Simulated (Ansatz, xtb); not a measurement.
**BFH7NSi2: which of two isomers lies lower**

Structure I is `BN([SiH3])[SiH2]F`, a singlet and structure II is `FBN[SiH2][SiH3]`, a singlet. Both are isolated molecules in the gas phase, relaxed with PBE0-D3(BJ)/pcseg-1, each in the lowest conformer that the search found.

Problem. Which of the two would you expect CCSD(T)/def2-SVP + ΔMP2/def2-TZVPP electronic energies to favour?

Solution. Structure I; the calculation gives E(II) − E(I) = +0.551 eV.

The same difference at several levels:

```json
{"level": "PBE0-D3(BJ)/pcseg-1", "geometry": "PBE0-D3(BJ)/pcseg-1", "E(II) − E(I) (eV)": "−0.006", "departure from the last row (eV)": "−0.557", "job, with rough time for the two": "optimisation, 3.1 min"}
{"level": "HF/def2-SVP", "geometry": "PBE0-D3(BJ)/pcseg-1", "E(II) − E(I) (eV)": "+0.346", "departure from the last row (eV)": "−0.205", "job, with rough time for the two": "part of the CCSD(T) run"}
{"level": "MP2/def2-SVP", "geometry": "PBE0-D3(BJ)/pcseg-1", "E(II) − E(I) (eV)": "+0.350", "departure from the last row (eV)": "−0.200", "job, with rough time for the two": "part of the CCSD(T) run"}
{"level": "CCSD(T)/def2-SVP", "geometry": "PBE0-D3(BJ)/pcseg-1", "E(II) − E(I) (eV)": "+0.257", "departure from the last row (eV)": "−0.293", "job, with rough time for the two": "single point"}
{"level": "CCSD(T)/def2-SVP + ΔMP2/def2-TZVPP", "geometry": "PBE0-D3(BJ)/pcseg-1", "E(II) − E(I) (eV)": "+0.551", "departure from the last row (eV)": "", "job, with rough time for the two": "single point, 38 s"}
```

As drawn, II has 1 B–F, 1 Si–Si, 1 N–H in place of 1 N–Si, 1 F–Si, 1 B–H.

PBE0-D3(BJ)/pcseg-1 finds them nearly level. The largest departure from CCSD(T)/def2-SVP + ΔMP2/def2-TZVPP is that of PBE0-D3(BJ)/pcseg-1, 0.557 eV. Levels run at GFN2-xTB geometries aren't shown. The last row adds to CCSD(T) the change of the MP2 difference between the two basis sets, here +0.293 eV, a large step that makes the value less sure.

With harmonic frequencies from PBE0-D3(BJ)/pcseg-1 (ideal gas, rigid rotor, one conformer each, 298.15 K, 1 atm): on the last row, ΔE + ΔZPE = +0.570 eV. A mode under 50 cm⁻¹ makes harmonic enthalpies and free energies unreliable, so none is given.

The correlated steps freeze 13 core orbitals. Run with Ansatz 0.2.0; the last row on 2 threads of Arm Neoverse V2 on a shared host.
